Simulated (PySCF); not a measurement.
PySCF input for H6MoO, SMILES [MoH5][OH], multiplicity 1, B3LYP-D3(BJ)/def2-TZVP. Geometry optimised at B3LYP-D3(BJ)/def2-TZVP. The spin state was assumed, not searched. The def2 effective core potentials stand for the cores of Mo; spin–orbit coupling is left out.

```python
import numpy as np
from pyscf import gto, scf, dft, df
from pyscf.hessian import thermo

mol = gto.M(
    atom='''
    Mo    0.25681116   -0.04906908   -0.00000002
    O    -1.60817662   -0.07310066   -0.00000003
    H    -2.22372430    0.66675888    0.00000032
    H     0.89104917   -0.71085952    1.41926176
    H     1.23642706    0.91502696    0.93376156
    H     0.89104915   -0.71085817   -1.41926244
    H     0.04811587    1.57061074    0.00000075
    H     1.23642706    0.91502785   -0.93376069
    ''',
    basis='def2-TZVP',
    ecp={'Mo': 'def2-tzvp'},
    charge=0,
    spin=0,
    max_memory=1600,
    verbose=3,
)
mf = dft.RKS(mol, xc='b3lyp').density_fit(auxbasis='def2-universal-jkfit')
mf.disp = 'd3bj'
mf.grids.level = 3
mf.conv_tol = 1e-11
mf.max_cycle = 100
mf.kernel()

# [left out here: the lines that compute and print the analytic Hessian (its translational invariance restored by hand, since the grid's response is missing), thermochemistry and intensities]
```

Program output:

```
converged SCF energy = -147.058525347955

WARN: DFTD3 does not support analytical Hessian, using finite difference


WARN: Mole.unit (angstrom) is changed to Bohr

Mode                                 0                   1                   2
Irrep
Freq [cm^-1]                      383.8182            453.4472            475.5597
Reduced mass [au]                   1.2187              1.0699              1.1069
Force const [Dyne/A]                0.1058              0.1296              0.1475
Char temp [K]                     552.2290            652.4095            684.2246
Normal mode                   x     y     z       x     y     z       x     y     z
       0  Mo                -0.00  0.00 -0.02    0.00 -0.00 -0.00    0.01 -0.02 -0.00
       1   O                 0.00 -0.00  0.09   -0.00  0.00  0.06   -0.02  0.04 -0.00
       2   H                -0.00 -0.00 -0.03    0.00  0.00 -0.91    0.24  0.26  0.00
       3   H                -0.40  0.04  0.15    0.15 -0.06 -0.11    0.10  0.35  0.14
       4   H                -0.36  0.02  0.30    0.01 -0.06  0.08   -0.14  0.26 -0.18
       5   H                 0.40 -0.04  0.15   -0.15  0.06 -0.11    0.10  0.35 -0.14
       6   H                 0.00  0.00 -0.10   -0.00 -0.00  0.06   -0.46 -0.10 -0.00
       7   H                 0.36 -0.02  0.30   -0.01  0.06  0.08   -0.14  0.26  0.18
Mode                                 3                   4                   5
Irrep
Freq [cm^-1]                      600.0062            691.2594            788.2521
Reduced mass [au]                   1.0228              3.1028              1.2476
Force const [Dyne/A]                0.2169              0.8735              0.4567
Char temp [K]                     863.2753            994.5683           1134.1193
Normal mode                   x     y     z       x     y     z       x     y     z
       0  Mo                -0.00  0.00 -0.00   -0.03 -0.00  0.00    0.02  0.01 -0.00
       1   O                -0.03 -0.01  0.00    0.20  0.01 -0.00   -0.07 -0.07  0.00
       2   H                 0.38  0.33  0.00    0.19 -0.01  0.00    0.45  0.37 -0.00
       3   H                 0.32 -0.18 -0.22   -0.23 -0.04  0.08   -0.43 -0.11  0.14
       4   H                -0.30  0.04  0.28   -0.19  0.07  0.13    0.07 -0.04  0.01
       5   H                 0.32 -0.18  0.22   -0.23 -0.04 -0.08   -0.43 -0.11 -0.14
       6   H                 0.12  0.01  0.00   -0.10 -0.01  0.00   -0.02  0.03  0.00
       7   H                -0.30  0.04 -0.28   -0.19  0.07 -0.13    0.07 -0.04 -0.01
Mode                                 6                   7                   8
Irrep
Freq [cm^-1]                      799.2447            844.2858            866.6075
Reduced mass [au]                   1.0157              1.2306              1.0116
Force const [Dyne/A]                0.3823              0.5168              0.4476
Char temp [K]                    1149.9351           1214.7393           1246.8552
Normal mode                   x     y     z       x     y     z       x     y     z
       0  Mo                -0.00 -0.00 -0.00   -0.03  0.01 -0.00    0.00 -0.00 -0.00
       1   O                 0.00  0.00  0.02    0.07 -0.04 -0.00   -0.00  0.00 -0.01
       2   H                -0.00 -0.00 -0.13    0.36  0.20  0.00   -0.00 -0.00  0.11
       3   H                -0.41  0.02  0.19    0.24  0.00 -0.13    0.21  0.35  0.05
       4   H                 0.43 -0.26 -0.15    0.38 -0.18 -0.25    0.10 -0.41  0.33
       5   H                 0.41 -0.02  0.19    0.24  0.00  0.13   -0.21 -0.35  0.05
       6   H                 0.00 -0.00  0.13   -0.12  0.03  0.00   -0.00 -0.00 -0.26
       7   H                -0.43  0.26 -0.15    0.38 -0.18  0.25   -0.10  0.41  0.33
Mode                                 9                  10                  11
Irrep
Freq [cm^-1]                      892.5301            933.0777           1090.2818
Reduced mass [au]                   1.0337              1.0178              1.0181
Force const [Dyne/A]                0.4852              0.5221              0.7130
Char temp [K]                    1284.1521           1342.4910           1568.6727
Normal mode                   x     y     z       x     y     z       x     y     z
       0  Mo                 0.01  0.00 -0.00    0.00  0.00  0.01    0.01  0.00  0.00
       1   O                -0.01  0.03  0.00   -0.00  0.00  0.00   -0.01  0.01  0.00
       2   H                -0.12 -0.07 -0.00   -0.00 -0.00  0.01   -0.06 -0.03 -0.00
       3   H                -0.05 -0.46 -0.19   -0.07 -0.36 -0.11    0.02  0.13  0.03
       4   H                 0.00  0.15 -0.15    0.10 -0.06  0.02    0.06 -0.39  0.39
       5   H                -0.05 -0.46  0.19    0.07  0.36 -0.11    0.02  0.13 -0.03
       6   H                -0.59 -0.08  0.00   -0.00 -0.00 -0.82   -0.57 -0.06 -0.00
       7   H                 0.00  0.15  0.15   -0.10  0.06  0.02    0.06 -0.39 -0.39
Mode                                12                  13                  14
Irrep
Freq [cm^-1]                     1936.4796           1951.5365           1993.8561
Reduced mass [au]                   1.0171              1.0143              1.0237
Force const [Dyne/A]                2.2471              2.2760              2.3978
Char temp [K]                    2786.1630           2807.8265           2868.7150
Normal mode                   x     y     z       x     y     z       x     y     z
       0  Mo                -0.00  0.00  0.01   -0.00  0.01 -0.00   -0.00  0.00  0.01
       1   O                -0.00 -0.00 -0.00   -0.00 -0.00  0.00   -0.00 -0.00 -0.00
       2   H                -0.00  0.00  0.02   -0.00  0.00 -0.00   -0.00  0.00 -0.02
       3   H                -0.24  0.25 -0.56    0.26 -0.27  0.58   -0.08  0.08 -0.20
       4   H                 0.14  0.15  0.12   -0.05 -0.07 -0.05   -0.36 -0.40 -0.38
       5   H                 0.24 -0.25 -0.56    0.26 -0.27 -0.58    0.08 -0.08 -0.20
       6   H                -0.00 -0.00  0.00   -0.01  0.05  0.00    0.00  0.00 -0.02
       7   H                -0.14 -0.15  0.12   -0.05 -0.07  0.05    0.36  0.40 -0.38
Mode                                15                  16                  17
Irrep
Freq [cm^-1]                     2013.6917           2073.1896           3831.8678
Reduced mass [au]                   1.0185              1.0259              1.0675
Force const [Dyne/A]                2.4334              2.5979              9.2347
Char temp [K]                    2897.2540           2982.8582           5513.2046
Normal mode                   x     y     z       x     y     z       x     y     z
       0  Mo                -0.01 -0.00 -0.00   -0.00 -0.01  0.00   -0.00 -0.00 -0.00
       1   O                -0.00 -0.00  0.00   -0.00  0.00  0.00    0.04 -0.05  0.00
       2   H                 0.01  0.01 -0.00   -0.01 -0.01 -0.00   -0.62  0.74 -0.00
       3   H                 0.05 -0.03  0.09    0.00  0.01 -0.00   -0.00  0.00 -0.00
       4   H                 0.40  0.39  0.35    0.11  0.14  0.11   -0.00 -0.00 -0.00
       5   H                 0.05 -0.03 -0.09    0.00  0.01  0.00   -0.00  0.00  0.00
       6   H                 0.03 -0.29 -0.00   -0.12  0.94  0.00   -0.00  0.00  0.00
       7   H                 0.40  0.39 -0.35    0.11  0.14 -0.11   -0.00 -0.00  0.00
temperature 298.1500 [K]
pressure 101325.00 [Pa]
Rotational constants [GHz] 43.24086 7.99824 7.99188
Symmetry number 1
Zero-point energy (ZPE) 0.05153 [Eh]   135291.614 [J/mol]
                           tot       elec      trans        rot        vib
Entropy [J/mol/K]       279.850      0.000    168.244     93.218     18.387
Cv [J/mol/K]             65.977      0.000     12.472     12.472     41.033
Cp [J/mol/K]             74.291      0.000     20.786     12.472     41.033
Internal energy [J/mol]                      3718.434   3718.434 139297.410
Internal energy [Eh]   -147.00264  -147.05853
Enthalpy [J/mol]                             6197.391   3718.434 139297.410
Enthalpy [Eh]          -147.00169
Gibbs free energy [J/mol]                  -43964.559 -24074.657 133815.209
Gibbs free energy [Eh] -147.03347
static polarisability / bohr^3: [[53.725 -1.69  -0.   ]
 [-1.693 49.456  0.   ]
 [-0.     0.    49.342]]
largest difference of analytic and finite-field dipole derivatives / e: 0.0011655029646435722
mode   freq/cm-1   IR/(km/mol)   Raman/(A^4/amu)   depolarisation
   1      383.82         6.683             8.851            0.750
   2      453.45        81.727             5.260            0.750
   3      475.56        65.806             6.415            0.450
   4      600.01        43.812            19.795            0.741
   5      691.26        70.926            14.208            0.666
   6      788.25       107.725            14.110            0.699
   7      799.24        13.296             5.266            0.750
   8      844.29         4.643             9.944            0.473
   9      866.61       110.932             3.383            0.750
  10      892.53        30.472             8.686            0.742
  11      933.08        27.814             4.268            0.750
  12     1090.28       137.586            11.178            0.745
  13     1936.48       102.644           129.432            0.750
  14     1951.54       102.302           186.340            0.150
  15     1993.86        95.671            64.333            0.750
  16     2013.69        82.619           138.153            0.193
  17     2073.19        48.754           188.276            0.168
  18     3831.87       164.001           147.458            0.265
max |gradient| / (hartree/bohr): 4.651423334842948e-05
APT charges: [ 0.8623 -0.7661  0.3239 -0.1733 -0.0166 -0.1733 -0.0402 -0.0166]
```

Self-consistency was reached.
